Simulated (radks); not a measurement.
Results of a calculation; reference values are marked as such.
The sulfur ion S+ inside a hard spherical wall (all orbitals vanish at R), configuration held at [Ne] 3s2 3p3 and not refilled when levels cross. Level of theory: non-relativistic Kohn-Sham, PBE, spin-unpolarised, spherical densities, point nucleus (a radial shooting solver on a logarithmic mesh with Libxc functionals). Eigenvalues in eV, with the zero of energy where the potential of the charges vanishes at infinity; a dash marks a level that is unbound or too diffuse for the functional's potential to be trusted. A positive occupied level is held by the wall or, in an anion where self-interaction has pushed it up, behind a barrier. The pressure on the wall is -dE/dV.

R (bohr),E (hartree),kinetic (hartree),e(2s),e(2p),e(3s),e(3p),"e(4s, empty)","e(3d, empty)",pressure (GPa)
free,-397.48182,396.988,-222.17,-168.26,-27.507,-16.808,-,-,0
12,-397.48182,396.988,-222.17,-168.26,-27.507,-16.808,-5.292,-4.006,< 0.0001
7,-397.48150,396.992,-222.14,-168.23,-27.490,-16.790,-4.213,-3.644,0.0302
6,-397.47956,397.012,-222.04,-168.12,-27.416,-16.708,-2.694,-3.185,0.284
4,-397.37981,397.654,-219.46,-165.52,-25.679,-14.627,11.628,1.047,28.3
3.5,-397.21740,398.484,-216.76,-162.78,-23.721,-12.246,23.305,4.536,96.8
1.5,-380.43496,444.278,-151.66,-95.191,93.740,109.35,419.51,111.18,44700
